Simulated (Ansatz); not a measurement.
Geometry optimisation, RKS BHLYP/STO-3G in Ansatz.

The input (input.yaml):

```yaml
crystal:
  periodic: [false, false, false]
  atoms:
    - { symbol: B, position_ang: [-0.5062, 0.918, -0.5383] }
    - { symbol: S, position_ang: [-1.0789, -0.819, -0.4823] }
    - { symbol: B, position_ang: [0.1594, -0.8592, 0.8585] }
    - { symbol: S, position_ang: [0.7881, 0.9286, 0.7988] }
    - { symbol: H, position_ang: [-0.0559, 1.2207, -1.6179] }
    - { symbol: H, position_ang: [-1.458, 1.7033, -0.2714] }
    - { symbol: H, position_ang: [-0.566, -1.4741, -1.5772] }
    - { symbol: H, position_ang: [1.1335, -1.5704, 0.5891] }
    - { symbol: H, position_ang: [-0.3031, -1.1057, 1.9639] }
    - { symbol: H, position_ang: [1.97, 1.0066, 0.2798] }
basis:
  gaussian: { orbitals: STO-3G }
hamiltonian:
  xc: { name: BHLYP }
relax:
  f_tol: 0.02
  max_steps: 40
scf:
  lower_state_search: "off"
```

Command:

```bash
$ ansatz run input.yaml --threads 1 --pin off --max-ram 2048MiB --backend cpu --events-out ev --progress --plain --runs-dir out
```

Where does it end, and by what steps?

It converged. Limits of this set-up: minimal basis. After 10 steps the energy has fallen by 1.225 eV; H10 moved furthest, 0.48 Å.

| step | energy less start (eV) | largest force component (eV/Å) | accepted |
| --- | --- | --- | --- |
| 0 | 0.0000 | 5.106 | yes |
| 1 | -1.0656 | 1.543 | yes |
| 2 | -1.1981 | 0.281 | yes |
| 3 | -1.2085 | 0.093 | yes |
| 4 | -1.2123 | 0.046 | yes |
| 5 | -1.2221 | 0.038 | yes |
| 6 | -1.2084 | 0.433 | no |
| 7 | -1.2237 | 0.021 | yes |
| 8 | -1.2244 | 0.034 | yes |
| 9 | -1.2241 | 0.058 | no |
| 10 | -1.2247 | 0.005 | yes |

```xyz
10
Properties=species:S:1:pos:R:3
B -0.587 1.028 -0.568
S -1.027 -0.865 -0.555
B 0.201 -0.903 0.951
S 0.824 0.928 0.764
H -0.187 1.373 -1.599
H -1.478 1.627 -0.133
H -0.168 -1.267 -1.512
H 1.055 -1.669 0.794
H -0.406 -0.999 1.933
H 1.857 0.695 -0.070
```

Run time: 13 s on 1 thread of Arm Neoverse V2, on a shared host, peak memory 0.094 GiB.
